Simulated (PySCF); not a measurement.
# Vibration and rotation of GaH⁺

UHF-CCSD(T) constants of GaH⁺, ²Σ⁺ (doublet), unpaired electrons σ ↑ (PySCF, scalar-relativistic core potentials, basis sets Ga aug-cc-pVDZ-PP with ECP10, H aug-cc-pVDZ; masses 68.9256 and 1.0078 u):

* ωe: 1285.7 cm⁻¹
* ωexe: 129.0 cm⁻¹
* Be: 6.1865 cm⁻¹
* αe: 0.549 cm⁻¹
* De to Ga⁺ + H: 0.337 eV

Q: What force constant and bond length do these constants imply?

A: Reduced mass μred = 0.99330 u; k = 5.8918×10⁻⁷·μred·ωe² (u, cm⁻¹, mdyn/Å) = 0.967 mdyn/Å; Re = √(16.8576/(μred·Be)) (u, cm⁻¹, Å) = 1.656 Å.

Q: Estimate the centrifugal constant D from the Kratzer relation and find the Dunham coefficient a1.

A: D = 4Be³/ωe² = 0.000573 cm⁻¹; a1 = −1 − αeωe/(6Be²) = -4.07.

Correlated steps freeze 4 core orbitals. The bond is weak. Basis-set superposition, not corrected here, can be much of De in a small basis, most of all at correlated wavefunction levels. Spin–orbit coupling is left out. For an ion De counts to the pair picked by the measured ionisation energies or electron affinities, which need not be the lowest pair at this level. The state was picked by a PBE0 search and need not be the measured ground state.
